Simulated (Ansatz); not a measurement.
Ligand-field states of CoF₂ at its r2SCAN-D4/def2-TZVP geometry (relaxed as a quartet).

| atom | x (Å) | y (Å) | z (Å) |
| --- | --- | --- | --- |
| Co1 | 0.000 | 0.000 | 0.000 |
| F2 | -0.078 | 0.244 | -1.701 |
| F3 | 0.078 | -0.244 | 1.701 |

CASSCF(7,5) on the Co 3d shell in def2-TZVP, averaged with equal weights over 10 quartets and 12 doublets, then SC-NEVPT2; Ansatz, no spin–orbit coupling. The space holds no ligand orbitals and no second d shell, so covalent complexes are described poorly.

(1) Estimate the states' energies above the lowest.

Results:

(1) 
```json
{"state": "quartet 1", "CASSCF (cm⁻¹)": "0", "NEVPT2 (cm⁻¹)": "0"}
{"state": "quartet 2", "CASSCF (cm⁻¹)": "0", "NEVPT2 (cm⁻¹)": "0"}
{"state": "quartet 3", "CASSCF (cm⁻¹)": "1426", "NEVPT2 (cm⁻¹)": "144"}
{"state": "quartet 4", "CASSCF (cm⁻¹)": "3349", "NEVPT2 (cm⁻¹)": "3107"}
{"state": "quartet 5", "CASSCF (cm⁻¹)": "3349", "NEVPT2 (cm⁻¹)": "3107"}
{"state": "quartet 6", "CASSCF (cm⁻¹)": "3735", "NEVPT2 (cm⁻¹)": "2111"}
{"state": "quartet 7", "CASSCF (cm⁻¹)": "3735", "NEVPT2 (cm⁻¹)": "2111"}
{"state": "quartet 8", "CASSCF (cm⁻¹)": "16930", "NEVPT2 (cm⁻¹)": "14857"}
{"state": "quartet 9", "CASSCF (cm⁻¹)": "25610", "NEVPT2 (cm⁻¹)": "22734"}
{"state": "quartet 10", "CASSCF (cm⁻¹)": "25610", "NEVPT2 (cm⁻¹)": "22734"}
{"state": "doublet 1", "CASSCF (cm⁻¹)": "17312", "NEVPT2 (cm⁻¹)": "15670"}
{"state": "doublet 2", "CASSCF (cm⁻¹)": "17312", "NEVPT2 (cm⁻¹)": "15670"}
{"state": "doublet 3", "CASSCF (cm⁻¹)": "17431", "NEVPT2 (cm⁻¹)": "15011"}
{"state": "doublet 4", "CASSCF (cm⁻¹)": "17431", "NEVPT2 (cm⁻¹)": "15011"}
{"state": "doublet 5", "CASSCF (cm⁻¹)": "19099", "NEVPT2 (cm⁻¹)": "17519"}
{"state": "doublet 6", "CASSCF (cm⁻¹)": "19099", "NEVPT2 (cm⁻¹)": "17519"}
{"state": "doublet 7", "CASSCF (cm⁻¹)": "19118", "NEVPT2 (cm⁻¹)": "15705"}
{"state": "doublet 8", "CASSCF (cm⁻¹)": "19311", "NEVPT2 (cm⁻¹)": "16929"}
{"state": "doublet 9", "CASSCF (cm⁻¹)": "20929", "NEVPT2 (cm⁻¹)": "17760"}
{"state": "doublet 10", "CASSCF (cm⁻¹)": "20929", "NEVPT2 (cm⁻¹)": "17760"}
{"state": "doublet 11", "CASSCF (cm⁻¹)": "22616", "NEVPT2 (cm⁻¹)": "18659"}
{"state": "doublet 12", "CASSCF (cm⁻¹)": "22616", "NEVPT2 (cm⁻¹)": "18659"}
```
The lowest NEVPT2 state is a quartet. Run time 9.5 s (4 threads of Arm Neoverse V2 on a shared host).
